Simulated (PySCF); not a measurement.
## Two-component Hartree-Fock for Ne³⁺ (neon, charge +3)

Start: [He] 2s2 2p3; 2p3/2 filled at m_j = -1/2, +1/2, +3/2. Calculated with PySCF 2.14 in x2c-TZVPall-2c (5s3p2d1f, 31 functions): generalised Hartree-Fock with the X2C-1e Hamiltonian and a Gaussian nucleus; one run each with spin-orbit coupling (SO) switched off, then screened by Boettger's factors. This is a chosen level, not necessarily the ground level.

| spinor shell | electrons | ε, spin-free (eV) | ε, screened SO (eV) | weight of nominal j (screened SO) | rms radius, screened SO (bohr) |
| --- | --- | --- | --- | --- | --- |
| 1s1/2 | 2 | -975.76 | -975.76 | 1.000 | 0.182 |
| 2s1/2 | 2 | -116.94 | -116.94 | 1.000 | 0.869 |
| 2p3/2 | 3 | -98.469 | -98.469 | 0.662 | 0.826 |

| quantity | spin-free | screened SO |
| --- | --- | --- |
| E (hartree) | -124.24083 | -124.24087 |
| M_J | 3/2 | 3/2 |
| ⟨J²⟩ | 3.753 | 3.753 |
| ⟨L²⟩ | 0.000 | 0.000 |
| ⟨S²⟩ | 3.753 | 3.752 |

Each row is a mean over spinors that exchange with the open shell spreads, by up to 19.876 eV (2s1/2).

Rows whose weight is well below 1 are mixtures of j = l ± 1/2: exchange outweighs spin-orbit coupling there, and the label is only the starting occupation.

Without spin-orbit coupling the j labels of p, d and f shells carry no meaning; the spin-free column gives the mean over the occupied spinors of each nl shell.
